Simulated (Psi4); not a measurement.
C₂H₈Si₂, triplet, at the geometry of the source list (a higher spin typed on purpose: for a closed-shell molecule this is an excited state); MP2/def2-SVP (Psi4).

Psi4 was given this input:
```
memory 2 GB

molecule mol {
0 3
C     0.255200    0.360500    1.252100
Si    1.347300   -0.249000   -0.203200
C    -0.259600   -0.389800   -1.242300
Si   -1.342500    0.281200    0.192500
H     0.505500    1.346900    1.631900
H     0.250600   -0.304700    2.112200
H     2.304600    0.741400   -0.698700
H     2.037500   -1.520200    0.036800
H    -0.274600    0.210000   -2.147900
H    -0.504300   -1.405000   -1.545600
H    -1.959900    1.582100   -0.071400
H    -2.360000   -0.653400    0.683600
}

set {
  basis def2-svp
  reference uhf
  freeze_core true
}

energy('mp2')
print_variables()
```

It wrote (shortened):

```
    SCF Algorithm Type (re)set to DF.

   => Loading Basis Set <=

    Name: DEF2-SVP
    Role: ORBITAL
    Keyword: BASIS

         ---------------------------------------------------------
                                   SCF
               by Justin Turney, Rob Parrish, Andy Simmonett
                          and Daniel G. A. Smith
                              UHF Reference
         ---------------------------------------------------------

  ==> Geometry <==

    Molecular point group: c1
    Full point group: C1

    Geometry (in Angstrom), charge = 0, multiplicity = 3:

       Center              X                  Y                   Z               Mass
    ------------   -----------------  -----------------  -----------------  -----------------
         C            0.254281029179     0.354292815761     1.254154684829    12.000000000000
         SI           1.346381029179    -0.255207184239    -0.201145315171    27.976926534650
         C           -0.260518970821    -0.396007184239    -1.240245315171    12.000000000000
         SI          -1.343418970821     0.274992815761     0.194554684829    27.976926534650
         H            0.504581029179     1.340692815761     1.633954684829     1.007825032230
         H            0.249681029179    -0.310907184239     2.114254684829     1.007825032230
         H            2.303681029179     0.735192815761    -0.696645315171     1.007825032230
         H            2.036581029179    -1.526407184239     0.038854684829     1.007825032230
         H           -0.275518970821     0.203792815761    -2.145845315171     1.007825032230
         H           -0.505218970821    -1.411207184239    -1.543545315171     1.007825032230
         H           -1.960818970821     1.575892815761    -0.069345315171     1.007825032230
         H           -2.360918970821    -0.659607184239     0.685654684829     1.007825032230

  Running in c1 symmetry.

  Rotational constants: A =      0.25184  B =      0.12375  C =      0.09089 [cm^-1]
  Rotational constants: A =   7549.88714  B =   3709.90881  C =   2724.72634 [MHz]
  Nuclear repulsion =  217.245328344693604

  Charge       = 0
  Multiplicity = 3
  Electrons    = 48
  Nalpha       = 25
  Nbeta        = 23

  ==> Algorithm <==

  SCF Algorithm Type is DF.
  DIIS enabled.
  MOM disabled.
  Fractional occupation disabled.
  Guess Type is SAD.
  Energy threshold   = 1.00e-08
  Density threshold  = 1.00e-08
  Integral threshold = 1.00e-12

  ==> Primary Basis <==

  Basis Set: DEF2-SVP
    Blend: DEF2-SVP
    Number of shells: 52
    Number of basis functions: 104
    Number of Cartesian functions: 108
    Spherical Harmonics?: true
    Max angular momentum: 2

   => Loading Basis Set <=

    Name: (DEF2-SVP AUX)
    Role: JKFIT
    Keyword: DF_BASIS_SCF

  ==> Integral Setup <==

  SCF_SUBTYPE=INCORE selected. In-core MEM_DF algorithm will be used.
  Using in-core AOs.

  ==> MemDFJK: Density-Fitted J/K Matrices <==

    J tasked:                   Yes
    K tasked:                   Yes
    wK tasked:                   No
    Algorithm:                 Core
    Schwarz Cutoff:           1E-12
    Mask sparsity (%):       0.9800
    Fitting Condition:        1E-10

   => Auxiliary Basis Set <=

  Basis Set: (DEF2-SVP AUX)
    Blend: DEF2-UNIVERSAL-JKFIT
    Number of shells: 174
    Number of basis functions: 550
    Number of Cartesian functions: 648
    Spherical Harmonics?: true
    Max angular momentum: 4

  Minimum eigenvalue in the overlap matrix is 6.0672652697E-03.
  Reciprocal condition number of the overlap matrix is 1.0084776752E-03.
    Using symmetric orthogonalization.

  ==> Pre-Iterations <==

  SCF Guess: Superposition of Atomic Densities via on-the-fly atomic UHF (no occupation information).

   -------------------------
    Irrep   Nso     Nmo
   -------------------------
     A        104     104
   -------------------------
    Total     104     104
   -------------------------

  ==> Iterations <==

                           Total Energy        Delta E     RMS |[F,P]|

   @DF-UHF iter SAD:  -657.51741709772534   -6.57517e+02   0.00000e+00
   @DF-UHF iter   1:  -657.61688882990677   -9.94717e-02   3.67851e-03 DIIS/ADIIS
   @DF-UHF iter   2:  -657.70720822378280   -9.03194e-02   1.86562e-03 DIIS/ADIIS
   @DF-UHF iter   3:  -657.72938836066942   -2.21801e-02   3.67007e-04 DIIS/ADIIS
   @DF-UHF iter   4:  -657.73139154693376   -2.00319e-03   6.68787e-05 DIIS
   @DF-UHF iter   5:  -657.73147802730944   -8.64804e-05   2.74740e-05 DIIS
   @DF-UHF iter   6:  -657.73149531458387   -1.72873e-05   1.30177e-05 DIIS
   @DF-UHF iter   7:  -657.73150047695640   -5.16237e-06   5.25276e-06 DIIS
   @DF-UHF iter   8:  -657.73150158725116   -1.11029e-06   2.86580e-06 DIIS
   @DF-UHF iter   9:  -657.73150218776209   -6.00511e-07   2.94240e-06 DIIS
   @DF-UHF iter  10:  -657.73150190452611    2.83236e-07   2.45969e-06 DIIS
   @DF-UHF iter  11:  -657.73150153606173    3.68464e-07   1.10538e-06 DIIS
   @DF-UHF iter  12:  -657.73150153278777    3.27395e-09   6.51002e-07 DIIS
   @DF-UHF iter  13:  -657.73150154738937   -1.46016e-08   3.34052e-07 DIIS
   @DF-UHF iter  14:  -657.73150155113831   -3.74894e-09   1.26854e-07 DIIS
   @DF-UHF iter  15:  -657.73150155190683   -7.68523e-10   5.90608e-08 DIIS
   @DF-UHF iter  16:  -657.73150155211829   -2.11458e-10   4.44074e-08 DIIS
   @DF-UHF iter  17:  -657.73150155228620   -1.67915e-10   4.36818e-08 DIIS
   @DF-UHF iter  18:  -657.73150155238181   -9.56106e-11   4.18767e-08 DIIS
   @DF-UHF iter  19:  -657.73150155303915   -6.57337e-10   3.57235e-08 DIIS
   @DF-UHF iter  20:  -657.73150155387248   -8.33325e-10   2.81133e-08 DIIS
   @DF-UHF iter  21:  -657.73150155418671   -3.14230e-10   2.60126e-08 DIIS
   @DF-UHF iter  22:  -657.73150155430892   -1.22213e-10   2.40685e-08 DIIS
   @DF-UHF iter  23:  -657.73150155442841   -1.19485e-10   2.24465e-08 DIIS
   @DF-UHF iter  24:  -657.73150155459621   -1.67802e-10   2.11457e-08 DIIS
   @DF-UHF iter  25:  -657.73150155476583   -1.69621e-10   2.05153e-08 DIIS
   @DF-UHF iter  26:  -657.73150155485484   -8.90168e-11   1.94227e-08 DIIS
   @DF-UHF iter  27:  -657.73150155503890   -1.84059e-10   1.81643e-08 DIIS
   @DF-UHF iter  28:  -657.73150155527196   -2.33058e-10   1.33919e-08 DIIS
   @DF-UHF iter  29:  -657.73150155540463   -1.32673e-10   8.43393e-09 DIIS
  Energy and wave function converged.

  ==> Post-Iterations <==

   @Spin Contamination Metric:   1.167913742E-02
   @S^2 Expected:                2.000000000E+00
   @S^2 Observed:                2.011679137E+00
   @S   Expected:                1.000000000E+00
   @S   Observed:                1.000000000E+00

    Orbital Energies [Eh]
    ---------------------

    Alpha Occupied:

[...]
      25A     -0.092539

    Alpha Virtual:

[...]
     104A      3.335617

    Beta Occupied:

[...]
    Beta Virtual:

[...]
    Final Occupation by Irrep:
              A
    DOCC [    23 ]
    SOCC [     2 ]
    NA   [    25 ]
    NB   [    23 ]

  @DF-UHF Final Energy:  -657.73150155540463

   => Energetics <=

    Nuclear Repulsion Energy =            217.2453283446936041
    One-Electron Energy =               -1340.1174456285393717
    Two-Electron Energy =                 465.1406157284410483
    Total Energy =                       -657.7315015554046340

  UHF NO Occupations:
  HONO-2 :   23  A 1.9988396
  HONO-1 :   24  A 1.0000000
  HONO-0 :   25  A 1.0000000
  LUNO+0 :   26  A 0.0011604
  LUNO+1 :   27  A 0.0010108
  LUNO+2 :   28  A 0.0009353
  LUNO+3 :   29  A 0.0006965

Computation Completed

Properties will be evaluated at   0.000000,   0.000000,   0.000000 [a0]

Properties computed using the SCF density matrix

 Multipole Moments:

 ------------------------------------------------------------------------------------
     Multipole            Electronic (a.u.)      Nuclear  (a.u.)        Total (a.u.)
 ------------------------------------------------------------------------------------

 L = 1.  Multiply by 2.5417464519 to convert [e a0] to [Debye]
 Dipole X            :         -0.0008756           -0.0073900           -0.0082655
 Dipole Y            :          0.0044638           -0.0488397           -0.0443758
 Dipole Z            :         -0.0012963            0.0161097            0.0148133
 Magnitude           :                                                    0.0475076

 ------------------------------------------------------------------------------------

  //>>>>>>>>>>>>>>>>>>>>>>>>>>>>>>>>>>>//
  //               DFMP2               //
  //<<<<<<<<<<<<<<<<<<<<<<<<<<<<<<<<<<<//

   => Loading Basis Set <=

    Name: (DEF2-SVP AUX)
    Role: RIFIT
    Keyword: DF_BASIS_MP2

	 --------------------------------------------------------
	                          DF-MP2
	      2nd-Order Density-Fitted Moller-Plesset Theory

	        Rob Parrish, Justin Turney, Andy Simmonett,
	           Ed Hohenstein, and C. David Sherrill
	 --------------------------------------------------------

	 --------------------------------------------------------
	                 NBF =   104, NAUX =   332
	 --------------------------------------------------------
	   CLASS    FOCC     OCC    AOCC    AVIR     VIR    FVIR
	   ALPHA      12      25      13      79      79       0
	    BETA      12      23      11      81      81       0
	 --------------------------------------------------------

	-----------------------------------------------------------
	 ==================> DF-MP2 Energies <====================
	-----------------------------------------------------------
	 Reference Energy          =    -657.7315015554046340 [Eh]
	 Singles Energy            =      -0.0000000000000000 [Eh]
	 Same-Spin Energy          =      -0.1154915049550123 [Eh]
	 Opposite-Spin Energy      =      -0.3955240263510553 [Eh]
	 Correlation Energy        =      -0.5110155313060676 [Eh]
	 Total Energy              =    -658.2425170867106772 [Eh]
	-----------------------------------------------------------
	 ================> DF-SCS-MP2 Energies <==================
	-----------------------------------------------------------
	 SCS Same-Spin Scale       =       0.3333333333333333 [-]
	 SCS Opposite-Spin Scale   =       1.2000000000000000 [-]
	 SCS Same-Spin Energy      =      -0.0384971683183374 [Eh]
	 SCS Opposite-Spin Energy  =      -0.4746288316212663 [Eh]
	 SCS Correlation Energy    =      -0.5131259999396037 [Eh]
	 SCS Total Energy          =    -658.2446275553442092 [Eh]
	-----------------------------------------------------------

  Variable Map:
  ----------------------------------------------------------------------------
[...]
  Array Variable Map:
  ----------------------------------------------------------------------------
[...]
[...]
```
